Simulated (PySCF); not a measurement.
# A small calculation by hand: chemical shift, span and skew from a shielding tensor

HSi, SMILES [SiH] (connectivity only; charge and spin as stated), charge +1, multiplicity 1. Atoms are numbered in the order given.

```xyz
2

Si     0.0000     0.0000    -0.1012
H      0.0000     0.0000     1.4164
```
Charge +1, spin multiplicity 1.

Geometry: r2SCAN-D4/def2-TZVPD.

GIAO shieldings from PBE0/pcSseg-2 in PySCF, non-relativistic, no solvent. The symmetric part of the tensor of Si1 has the principal values -1226.9, -1226.9, 865.1 ppm. The same nucleus in TMS has σ = 341.9 ppm at this level (PySCF, at its B3LYP-D3(BJ)/def2-TZVP geometry).

Question: Work out the isotropic shielding, the ²⁹Si shift against TMS, the span and the skew.

Answer: 
σ(iso) = (σ11 + σ22 + σ33)/3 = -529.6 ppm. δ = σ(ref) − σ(iso) = 341.9 − (-529.6) = 871.5 ppm.
Span Ω = σ33 − σ11 = 2092.0 ppm. Skew κ = 3(σ(iso) − σ22)/Ω = 1.00, an axial tensor. Tumbling in solution averages the tensor to δ; in a static solid the shielding alone would spread this spin-1/2 line over Ω.
